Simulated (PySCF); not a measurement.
C4H9Al, SMILES C=C[CH2][AlH][CH3].

The structure is a stationary point at B3LYP-D3(BJ)/def2-SVP. The structure was generated by enumeration; whether it is a known compound was not checked. One conformer was computed; it need not be the lowest.

Computed with B3LYP-D3(BJ)/def2-SVP (PySCF).

Frequencies are harmonic and unscaled.

List the normal modes with their intensities. (Estimate from the structure and the level; the computed values follow.)


| mode | ν (cm⁻¹) | IR (km/mol) | Raman (Å⁴/amu) | depolarisation | moving atoms (share of kinetic energy) |
|---|---|---|---|---|---|
| 1 | 76 | 0.0 | 0.0 | – | H 97 % |
| 2 | 100 | 2.1 | 7.1 | 0.71 | C 70 %, H 24 % |
| 3 | 144 | 7.3 | 1.6 | 0.67 | Al 46 %, C 33 %, H 21 % |
| 4 | 164 | 2.3 | 1.5 | 0.67 | C 44 %, H 33 %, Al 22 % |
| 5 | 309 | 1.7 | 9.4 | 0.58 | H 53 %, C 40 % |
| 6 | 428 | 1.5 | 5.0 | 0.74 | C 49 %, H 48 % |
| 7 | 450 | 16.5 | 4.2 | 0.40 | H 91 % |
| 8 | 510 | 28.3 | 22.0 | 0.06 | C 47 %, H 37 %, Al 16 % |
| 9 | 553 | 21.5 | 6.6 | 0.39 | H 84 %, C 12 % |
| 10 | 643 | 52.0 | 4.7 | 0.75 | H 38 %, C 35 %, Al 28 % |
| 11 | 661 | 28.6 | 2.1 | 0.39 | H 66 %, C 23 %, Al 11 % |
| 12 | 705 | 28.5 | 1.7 | 0.72 | H 67 %, C 27 % |
| 13 | 739 | 35.1 | 4.1 | 0.32 | H 71 %, C 24 % |
| 14 | 760 | 190.8 | 2.7 | 0.75 | H 75 %, C 17 %, Al 8 % |
| 15 | 875 | 68.4 | 0.7 | 0.48 | H 74 %, C 25 % |
| 16 | 933 | 113.8 | 21.4 | 0.45 | H 68 %, C 32 % |
| 17 | 950 | 3.4 | 7.5 | 0.19 | H 80 %, C 20 % |
| 18 | 1000 | 8.3 | 12.0 | 0.13 | H 53 %, C 47 % |
| 19 | 1046 | 15.6 | 2.2 | 0.21 | H 85 %, C 15 % |
| 20 | 1198 | 20.0 | 4.5 | 0.63 | H 57 %, C 43 % |
| 21 | 1220 | 18.7 | 0.8 | 0.23 | H 80 %, C 20 % |
| 22 | 1303 | 2.8 | 18.8 | 0.26 | H 75 %, C 25 % |
| 23 | 1412 | 1.6 | 10.2 | 0.57 | H 87 %, C 13 % |
| 24 | 1429 | 1.8 | 10.5 | 0.75 | H 95 % |
| 25 | 1432 | 1.4 | 12.2 | 0.71 | H 95 % |
| 26 | 1452 | 7.1 | 10.6 | 0.56 | H 80 %, C 20 % |
| 27 | 1623 | 45.5 | 34.3 | 0.15 | C 79 %, H 21 % |
| 28 | 1932 | 174.4 | 124.3 | 0.17 | H 96 % |
| 29 | 3013 | 6.0 | 134.5 | 0.02 | H 97 % |
| 30 | 3092 | 8.9 | 101.3 | 0.74 | H 91 %, C 9 % |
| 31 | 3093 | 2.0 | 104.5 | 0.14 | H 95 % |
| 32 | 3109 | 9.1 | 70.0 | 0.74 | H 91 %, C 9 % |
| 33 | 3126 | 6.8 | 63.4 | 0.54 | H 92 % |
| 34 | 3138 | 0.2 | 105.9 | 0.14 | H 94 % |
| 35 | 3186 | 4.1 | 81.9 | 0.62 | H 90 %, C 10 % |
| 36 | 3241 | 2.5 | 75.6 | 0.62 | H 89 %, C 11 % |
